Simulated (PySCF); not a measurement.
An equivalent PySCF input for Te²⁺ (tellurium, charge +2), [Kr] 4d10 5s2 5p2, high-spin 3P determinant, with scalar relativity by spin-free X2C-1e:

```python
from pyscf import gto, scf, dft, mp, cc
import basis_set_exchange as bse
mol = gto.M(atom="Te 0 0 0", charge=2, spin=2, symmetry="D2h",
            basis=gto.basis.parse(bse.get_basis("x2c-QZVPPall", elements=["Te"], fmt="nwchem", augment_diffuse=1)),
            nucmod="G")
mf = dft.UKS(mol, xc="HYB_MGGA_XC_R2SCAN0").sfx2c1e()
mf.irrep_nelec = {'Ag': (9, 9), 'B1g': (2, 2), 'B2g': (2, 2), 'B3g': (2, 2), 'B1u': (4, 3), 'B2u': (4, 3), 'B3u': (3, 3)}
mf.kernel()
```

It reaches the same state as the run whose output follows, with an energy that differs only through the grid. The run itself started from symmetry-adapted Hartree-Fock orbitals and held the occupation by maximum overlap, on a logarithmic radial grid, so the iterations belong to that start.

```
SCF conv_tol = 1e-09
number electrons alpha = 26  beta = 24
XC functionals = HYB_MGGA_XC_R2SCAN0
    M. Bursch, H. Neugebauer, S. Ehlert, and S. Grimme.,  J. Chem. Phys. 156, 134105 (2022)
cycle= 1 E= -6792.753495672  delta_E= -0.0108  |g|= 0.0261  |ddm|= 0.302
cycle= 2 E= -6792.75361992569  delta_E= -0.000124  |g|= 0.00517  |ddm|= 0.0231
cycle= 3 E= -6792.75362634653  delta_E= -6.42e-06  |g|= 0.00241  |ddm|= 0.00729
cycle= 4 E= -6792.75362723923  delta_E= -8.93e-07  |g|= 0.00098  |ddm|= 0.00253
cycle= 5 E= -6792.75362739618  delta_E= -1.57e-07  |g|= 5.81e-05  |ddm|= 0.000842
cycle= 6 E= -6792.75362739964  delta_E= -3.46e-09  |g|= 5.79e-06  |ddm|= 0.00023
cycle= 7 E= -6792.75362739965  delta_E= -1.27e-11  |g|= 5.59e-07  |ddm|= 2.96e-05
converged SCF energy = -6792.75362739965  <S^2> = 2.0042256  2S+1 = 3.0028157
```
